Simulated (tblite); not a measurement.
Compound: C6H9FN (doublet state).
Atom-mapped SMILES: `[CH3:1][C@@:2]1([NH2:3])[C@H:4]([F:5])[C@:6]12[CH:7][CH2:8]2` (hydrogens: H9, H10, H11 on C1; H12, H13 on N3; H14 on C4; H15 on C7; H16, H17 on C8)

Computed geometry: GFN2-xTB, gas phase. This method treats the open shell by occupation alone, without spin polarisation.

(1) List the bond lengths, angles and torsions at this level.

## Answers

(1) 
```tsv
bond	length (Å)
C1–C2	1.511
C2–N3	1.429
C2–C4	1.521
C4–F5	1.372
C4–C6	1.492
C6–C7	1.423
C7–C8	1.477
C2–C6	1.509
C6–C8	1.504
C1–H9, C1–H10, C1–H11	1.088
N3–H12, N3–H13	1.014
C4–H14	1.084
C7–H15	1.066
C8–H16	1.086
C8–H17	1.084
```

Bonds in one row agree within 0.01 Å and their mean is given. A selection of angles:
```tsv
angle	degrees
C2–C1–H9	110.5
C2–C1–H10	110.4
H9–C1–H10	108.9
C1–C2–N3	113.3
C1–C2–C4	118.0
C1–C2–C6	118.5
N3–C2–C4	120.5
N3–C2–C6	117.3
C4–C2–C6	59.0
C2–N3–H12	111.0
H12–N3–H13	108.7
C2–C4–F5	117.5
C2–C4–C6	60.1
C2–C4–H14	122.3
F5–C4–C6	118.1
F5–C4–H14	110.1
C6–C4–H14	120.9
C4–C6–C7	139.9
C4–C6–C8	135.1
C7–C6–C8	60.5
C2–C6–C4	60.9
C2–C6–C7	139.8
C2–C6–C8	137.5
C6–C7–C8	62.5
C6–C7–H15	135.0
C8–C7–H15	135.1
C7–C8–H16	120.4
C7–C8–H17	118.5
C6–C8–C7	57.0
C6–C8–H16	118.9
C6–C8–H17	117.9
H16–C8–H17	113.2
H13–N3–C2	110.6
```

Dihedral angles: C1–C2–C4–F5 -144° (anticlinal); C2–C4–C6–C7 134° (anticlinal); C4–C6–C7–C8 126° (anticlinal); C1–C2–C6–C4 -107° (anticlinal); C4–C6–C8–C7 -133° (anticlinal).

The 7 C–C bonds span 1.423 Å (C6–C7, drawn single) to 1.521 Å (C2–C4, drawn single), a spread of 0.098 Å. The 3-membered ring C6–C7–C8 has internal angles of 57.0° to 62.5°. N3 (nitrogen bonded to C and 2 H) is pyramidal (angles 111.0°, 110.6° and 108.7°, sum 330.3°, 0.36 Å off the plane of its three neighbours). Of the pairs four or more bonds apart, F5···H13 is among the closest relative to their van der Waals radii: 2.53 Å, 95 % of the sum of Bondi's values. The 3-membered ring C2–C4–C6 has internal angles of 59.0° to 60.9°. C7 (carbon bonded to 2 C and H) is pyramidal (angles 135.1°, 135.0° and 62.5°, sum 332.6°, 0.34 Å off the plane of its three neighbours).

Point group: C1 (no symmetry element, even within 0.4 Å). Its GFN2-xTB frequencies are all real (lowest 142 cm⁻¹). Torsions: C1–C2–N3–H 57° and 178°.

One conformer stands for the species.
